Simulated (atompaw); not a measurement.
# Pt (Z = 78): one change to a PAW (atompaw) potential, before and after

```json
{
 "Element": "Pt",
 "Generator": "atompaw 4.2.0.5",
 "Type": "PAW",
 "Functional": "PBEsol",
 "Relativity": "scalar-relativistic",
 "Frozen core": "[Xe] 4f14",
 "Valence charge": "10",
 "Reference configuration": "5d9 6s0 6p0 (charge +1)",
 "Partial waves": "6s (bound, empty): rc 2.90 bohr; 6s channel at -0.4 Ry: rc 2.90 bohr; 6p (bound, empty): rc 2.90 bohr; 6p channel at 2.05 Ry: rc 2.90 bohr; 5d (bound): rc 2.90 bohr; 5d channel at -0.65 Ry: rc 2.20 bohr",
 "Local potential": "bessel scheme, radius 1.90 bohr",
 "Core correction": "smooth core density matched at 1.50 bohr",
 "Augmentation charge": "besselshape compensation charge, radius 2.20 bohr; PAW radius 2.90 bohr; waves and projectors: custom rrkj vanderbiltortho"
}
```

Change: local potential bessel scheme, radius 1.50 bohr.

Cutoffs: the cutoffs (Ry, on a coarse ladder) from which the occupation-weighted sum of valence levels, in a spherical-Bessel basis at the reference potential, stays within 10 and 1 mRy of its value at 400 Ry; they do not see the model core or the augmentation charge, which bear on the density cutoff.

Task: What does the change do?

Result: The potential gets neither clearly harder nor softer (12 Ry and 18 Ry → 12 Ry and 18 Ry); a bound ghost appears in s, which as a rule spoils a file; the range in which the s phases agree widens (upper end 1.6 → 3.2). A state that the projectors do not describe sees the local part alone, so a deeper or shallower local part can create or remove a ghost.

| quantity | base | changed |
| --- | --- | --- |
| cutoff, loose | 12 Ry | 12 Ry |
| cutoff, tight | 18 Ry | 18 Ry |
| bound ghosts | none | s |
| s: phases at 2.91 bohr within 0.05 rad from the reference energy up to (Ry; the scan ends near 5) | 1.6 | 3.2 |
| p: phases at 2.91 bohr within 0.05 rad from the reference energy up to (Ry; the scan ends near 5) | 3.9 | 3.3 |
| d: phases at 2.91 bohr within 0.05 rad from the reference energy up to (Ry; the scan ends near 5) | 1.1 | 0.6 |
| lowest overlap eigenvalue by channel | s 0.32, p 0.60, d 0.25 | s 0.24, p 0.56, d 0.23 |

 A true bound ghost makes a file unfit for plane-wave use even where its test errors are small: the radial tests pick states by their node count and pass the ghost by. The cutoffs see the waves, projectors and local potential, not the compensation charge or the core.
